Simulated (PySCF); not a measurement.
## Computed properties of SZn, SMILES [Zn]=[S]

SZn, SMILES [S]=[Zn]. Coordinates come from a B3LYP-D3(BJ)/def2-TZVP optimisation. One conformer was computed; it need not be the lowest. All values are computed for the isolated molecule unless a solvent is named; none is compared with measurement here.

**Structure.** The optimised structure has C∞v symmetry. All 1 harmonic modes at B3LYP-D3(BJ)/def2-TZVP (PySCF) are real, so it is a minimum.

**Vibrations.** The strongest infrared lines (harmonic, unscaled, degenerate partners summed) lie at 435 cm⁻¹ (4 km/mol, S 67 %, Zn 33 %). The softest mode is at 435 cm⁻¹ and the zero-point energy is 0.6 kcal/mol.

**Electronic structure.** r2SCAN/def2-TZVPD (PySCF) places the frontier levels at -5.67 and -4.90 eV, a gap of 0.77 eV, and gives a dipole moment of 5.41 D and a mean polarisability of 61.1 bohr³.

**Excitations.** TDA-CAM-B3LYP/def2-TZVPD (PySCF) has S1 at 0.86 eV (1441 nm, f = 0.006, weak); the most intense of the 10 singlets computed lies at 6.60 eV (f = 0.82). Strengths of degenerate partners are summed. T1 (TDA) is at 0.35 eV, 0.51 eV under S1.
